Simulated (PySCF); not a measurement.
S²⁺: ionisation energy

S²⁺ [Ne] 3s2 3p2 (3P) → S³⁺ [Ne] 3s2 3p1 (2P), as a difference of total energies. Calculation: PySCF 2.14, in def2-SVP (4s3p1d, 18 functions); no relativity, point nucleus. Correlated levels: valence: [Ne] frozen. The calculations carry no spin-orbit coupling.

| method | ionisation energy (eV) |
| --- | --- |
| UHF | 34.073 |
| BP86 | 34.821 |
| PBE | 34.785 |
| MP2 (valence) | 34.383 |
| SCS-MP2 (valence) | 34.300 |
| CCSD (valence) | 34.404 |
| CCSD(T) (valence) | 34.412 |

Q: How much does correlation contribute at CCSD(T) (valence)?

A: 34.412 − (34.073) = 0.339 eV, measured against UHF.

The reference lies between the lowest fine-structure levels, while these numbers refer to the centres of the terms.

Errors of the correlated levels include the incompleteness of this basis and the frozen core.

For comparison: 34.86 ± 0.04 eV (semi-empirical (NIST evaluation); NIST Atomic Spectra Database, ionization energies).
